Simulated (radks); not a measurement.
The numbers below are computed, except where a source is named.
The mean radii <r> (bohr) of the occupied orbitals of an atom or ion are listed with their occupations. Code: a radial shooting solver on a logarithmic mesh with Libxc functionals. Model: scalar-relativistic Kohn-Sham, Slater X-alpha with alpha = 0.939, spin-polarised, spherical densities, finite nucleus; Fermi nuclear charge, rms radius of each element as measured or else 0.836 A^(1/3) + 0.57 fm.

| orbital | occ. | <r> |
|---|---|---|
| 1s up | 1 | 0.05397 |
| 1s down | 1 | 0.05397 |
| 2s up | 1 | 0.2437 |
| 2s down | 1 | 0.2434 |
| 2p up | 3 | 0.2136 |
| 2p down | 3 | 0.2133 |
| 3s up | 1 | 0.7326 |
| 3s down | 1 | 0.7349 |
| 3p up | 3 | 0.7652 |
| 3p down | 3 | 0.7692 |
| 3d up | 5 | 0.9039 |
| 3d down | 3 | 0.9294 |

Name the element and its charge. Open shells, if any, are filled with parallel spins first.

Answer. Z = 28, nickel, charge +2: Ni2+ in [Ar] 3d8. The 1s radius gives Z: for a bare nucleus <r> = (2 gamma + 1)/(2Z) with gamma = sqrt(1 - (Z/c)^2), 0.05282 bohr for Z = 28, and screening makes it slightly larger (0.05397 here). The occupations add up to 26, and the charge is Z minus that.
